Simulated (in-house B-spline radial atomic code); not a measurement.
A fraction x of an electron is moved 3d → 4f in the cadmium ion Cd⁴⁺, starting from [Kr] 4d8 and keeping the highest spin. Computed with a B-spline radial code for spherical atoms: scalar-relativistic (X2C) LC-wPBE, spin-polarised, spherical fractional occupations, Fermi nucleus of rms radius 4.6087 fm.

Caution: exact exchange at fractional occupations of open shells leaves self-interaction of up to several eV.

```
    x  E(x) - E(0) (eV)  3d down level (eV)  4f up level (eV)
    0            0.0000            -453.978                 -
0.125           55.0610            -457.915           -15.677
 0.25          110.5587            -461.804           -16.085
0.375          166.4889            -465.645           -16.489
  0.5                 ?                   ?                 ?
0.625                 ?                   ?                 ?
 0.75          336.8110            -476.880           -17.735
0.875          394.4061            -480.530           -18.161
    1          452.4015            -484.134           -18.587
```

**Question.** What belongs in the row x = 0.5?

**Answer.** An energy change of 222.8456 eV; 3d down at -469.438 eV, 4f up at -16.897 eV.

**Question.** What belongs in the row x = 0.625?

**Answer.** An energy change of 279.6220 eV; 3d down at -473.183 eV, 4f up at -17.313 eV.

**Question.** Check Janak's theorem between x = 0.125 and 0.25.

**Answer.** The slope of the energy is 443.98 eV; the orbital levels give 443.98 eV (ε of the receiving orbital less ε of the emptying one, averaged over the two points).
